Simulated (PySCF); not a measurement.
The vertical singlet excitations below were computed for one of the candidates. The calculation used PySCF 2.14.0, density-fitted response routines, TDDFT PBE0/def2-SVPD, vertical, gas phase, core orbitals frozen in the response. Geometries: GFN2-xTB, one conformer each.

```tsv
state	E (eV)	λ (nm)	f
S1	3.69	336.1	0.0003
S2	4.32	287.2	0.065
S3	6.16	201.4	0.311
S4	6.41	193.3	0.0002
S5	6.69	185.3	0.0066
S6	7.19	172.3	0.0004
S7	7.34	168.8	0.018
S8	7.38	167.9	0.060
```

Question: Which structure fits? All have the formula C5H6O2.
A. `O=CC1=CCOC1`
B. `O=C(O)C1=CCC1`
C. `C1(=O)C=C[C@H](C)O1`

Answer: A. Its S1, at 3.69 eV, is the lowest among the candidates; the nearest of the others has S1 at 4.72 eV. S1 is HOMO-1→LUMO (97%). Löwdin shares by element: HOMO oxygen 35% or more, carbon 30% or more (atoms not listed hold the other 35%); LUMO carbon 62% or more, oxygen 24% or more. At the same level the other candidates give, for their lowest levels:
- `O=C(O)C1=CCC1`: 4.72 eV (f 0.000); 5.80 eV (f 0.303); 6.57 eV (f 0.000); 6.99 eV (f 0.034); 7.08 eV (f 0.002); T1 3.50 eV; HOMO -7.75, LUMO -1.48 eV
- `C[C@H]1C=CC(=O)O1`: 4.86 eV (f 0.000); 6.23 eV (f 0.209); 6.83 eV (f 0.106); 7.37 eV (f 0.004); 7.66 eV (f 0.022); T1 4.11 eV; HOMO -8.04, LUMO -1.42 eV

The values belong to the conformer `[O:1]=[CH:2][C:3]1=[CH:4][CH2:5][O:6][CH2:7]1`: O1–C2–C3–C4 180°.
Triplets come from the Tamm–Dancoff approximation.
